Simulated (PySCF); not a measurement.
Cl2H2SSi, SMILES S[SiH](Cl)Cl. Coordinates come from a r2SCAN-D4/def2-SVP optimisation. One conformer was computed; it need not be the lowest.

Calculation: r2SCAN-D4/def2-SVP (PySCF).

Harmonic wavenumbers (cm⁻¹): 124, 157, 201, 235, 474, 575, 588, 719, 803, 826, 2275, 2679. Rotational constants (GHz): 2.424, 2.268, 1.261; symmetry number 1.

Work out the zero-point energy and the ideal-gas rigid-rotor harmonic-oscillator thermochemistry at 298.15 K and 1 atm.

ZPE = ½ Σ hcν = ½ × 9656 cm⁻¹ = 13.80 kcal/mol. H − E(el) = 18.20 kcal/mol. Entropy in cal/(mol K): translation 40.57, rotation 28.23, vibration 11.96, total 80.76. G − E(el) = -5.88 kcal/mol. Cp = 20.90 cal/(mol K). Modes under 150 cm⁻¹ make the vibrational entropy uncertain.
